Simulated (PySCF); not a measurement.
A run for PySCF: R-HF/STO-3G on CH6OSn (SMILES [CH3][SnH2][OH]), a point of a torsion scan.

```python
from pyscf import gto, scf, dft, mp
from pyscf.data.elements import chemcore

mol = gto.M(
    atom='''
    C    -1.41375898    0.35156539    0.06656776
    Sn    0.57324985   -0.40780029   -0.20673678
    O     0.31432628   -1.64145336   -1.71390945
    H    -2.05056920   -0.11951264   -0.67294497
    H    -1.43554016    1.42666717   -0.07257049
    H    -1.78018901    0.11577829    1.05943018
    H     1.76106592    0.70039019   -0.68236048
    H     1.22990843   -1.31787236    1.06044612
    H     1.07660207   -2.11681658   -2.03499131
    ''',
    basis='sto-3g',
    charge=0, spin=0, verbose=3, max_memory=1800)
mf = scf.RHF(mol)
mf.conv_tol = 1e-8
mf.max_cycle = 100
mf.kernel()
if not mf.converged:
    mf = mf.newton().run(mf.mo_coeff, mf.mo_occ)
```

Q: What total energy does the run end on?

A: -6078.0471 hartree.
